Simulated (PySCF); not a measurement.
Bond length, frequency and bond energy of ScI by level of theory

State: ³Δ (triplet), unpaired electrons σ ↑, δ ↑. Set-up: Sc x2c-TZVPPall, I x2c-TZVPPall; spin-free X2C with a Gaussian nucleus (PySCF 2.14). De refers to Sc (3d1 4s2) + I in their high-spin ground configurations, without counterpoise correction. The functionals are run spin-unrestricted. A positive dipole means Sc(−)I(+).

```csv
Level,Re (Å),ωe (cm⁻¹),De (eV),μ (D),"CPU s a point (SCF and correlation, without the integrals)"
UHF,2.811,236,n/a,-4.00,5.2
UHF-MP2,2.713,253,n/a,n/a,9.8
UHF-SCS-MP2,2.734,249,n/a,n/a,n/a
PBE,2.679,252,3.69,-3.72,4.7
TPSS,2.689,250,3.73,-4.06,6
r²SCAN,2.688,254,3.85,-4.29,5.7
r²SCANh,2.693,254,3.78,-4.36,9
PBE0,2.694,253,3.57,-4.01,9
r²SCAN0,2.700,254,3.69,-4.40,9.5
M06,2.687,260,2.91,-3.88,37
LC-ωPBE,2.700,255,3.61,-4.17,14
```

The bond length runs from 2.679 Å (PBE) to 2.811 Å (UHF). De spans 2.91 eV (M06, hybrid meta-GGA) to 3.85 eV (r²SCAN, meta-GGA).

Correlated steps freeze 23 core orbitals. The metal atom is held in its measured ground configuration; semilocal functionals can put another filling of s and d lower by some tenths of an eV, and De to that atom would be smaller. Spin–orbit coupling is left out, which matters for elements this heavy, above all for dissociation energies. The state is the lowest single determinant that the PBE0 search found; with open d or f shells the true ground state can be another one.

The whole job (state search and all levels along the bond) took about 17 min on 2 threads of Arm Neoverse V1 (shared host), peak memory 6.8 GiB.
